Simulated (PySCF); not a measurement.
C2H5Si, SMILES [CH2][Si]C (connectivity only; charge and spin as stated), charge +1, multiplicity 1. Atoms are numbered in the order given.

```xyz
8

C      0.2907     1.6854     0.0000
Si    -0.3231     0.0944     0.0000
C      0.2101    -1.6682     0.0000
H      0.2447     2.2773     0.9160
H      0.2447     2.2773    -0.9160
H      0.8336    -1.8145    -0.8909
H     -0.6386    -2.3506     0.0000
H      0.8336    -1.8145     0.8909
```
Charge +1, spin multiplicity 1.

The structure is a stationary point at TPSSh-D3(BJ)/def2-TZVP. The multiplicity is an assumed one; other spin states were not compared. The isomer is the one that the SMILES or the coordinates give; other isomers of the formula were not compared.

All values below come from PySCF with TPSSh-D3(BJ)/def2-TZVP.

Frequencies are harmonic and unscaled.

**Question.** List the normal modes with their intensities. (The exact figures need the calculation; the answer reports its results.)

**Answer.** 
```json
[
 {"mode": "1", "ν (cm⁻¹)": "98", "IR (km/mol)": "0.8", "moving atoms (share of kinetic energy)": "H 80 %, Si 10 %, C 10 %"},
 {"mode": "2", "ν (cm⁻¹)": "132", "IR (km/mol)": "13.1", "moving atoms (share of kinetic energy)": "Si 42 %, C 39 %, H 20 %"},
 {"mode": "3", "ν (cm⁻¹)": "232", "IR (km/mol)": "0.0", "moving atoms (share of kinetic energy)": "H 91 %"},
 {"mode": "4", "ν (cm⁻¹)": "574", "IR (km/mol)": "3.6", "moving atoms (share of kinetic energy)": "H 84 %, C 14 %"},
 {"mode": "5", "ν (cm⁻¹)": "635", "IR (km/mol)": "16.6", "moving atoms (share of kinetic energy)": "C 69 %, H 17 %, Si 13 %"},
 {"mode": "6", "ν (cm⁻¹)": "770", "IR (km/mol)": "67.1", "moving atoms (share of kinetic energy)": "H 75 %, C 23 %"},
 {"mode": "7", "ν (cm⁻¹)": "790", "IR (km/mol)": "31.6", "moving atoms (share of kinetic energy)": "H 76 %, C 17 %"},
 {"mode": "8", "ν (cm⁻¹)": "818", "IR (km/mol)": "6.7", "moving atoms (share of kinetic energy)": "H 79 %, C 20 %"},
 {"mode": "9", "ν (cm⁻¹)": "972", "IR (km/mol)": "18.2", "moving atoms (share of kinetic energy)": "C 44 %, Si 41 %, H 15 %"},
 {"mode": "10", "ν (cm⁻¹)": "1257", "IR (km/mol)": "5.5", "moving atoms (share of kinetic energy)": "H 86 %, C 14 %"},
 {"mode": "11", "ν (cm⁻¹)": "1345", "IR (km/mol)": "16.4", "moving atoms (share of kinetic energy)": "H 86 %, C 13 %"},
 {"mode": "12", "ν (cm⁻¹)": "1405", "IR (km/mol)": "17.3", "moving atoms (share of kinetic energy)": "H 96 %"},
 {"mode": "13", "ν (cm⁻¹)": "1429", "IR (km/mol)": "9.0", "moving atoms (share of kinetic energy)": "H 95 %"},
 {"mode": "14", "ν (cm⁻¹)": "3007", "IR (km/mol)": "48.1", "moving atoms (share of kinetic energy)": "H 97 %"},
 {"mode": "15", "ν (cm⁻¹)": "3082", "IR (km/mol)": "18.7", "moving atoms (share of kinetic energy)": "H 91 %, C 9 %"},
 {"mode": "16", "ν (cm⁻¹)": "3084", "IR (km/mol)": "54.5", "moving atoms (share of kinetic energy)": "H 95 %"},
 {"mode": "17", "ν (cm⁻¹)": "3152", "IR (km/mol)": "14.3", "moving atoms (share of kinetic energy)": "H 91 %, C 9 %"},
 {"mode": "18", "ν (cm⁻¹)": "3168", "IR (km/mol)": "42.1", "moving atoms (share of kinetic energy)": "H 90 %, C 10 %"}
]
```
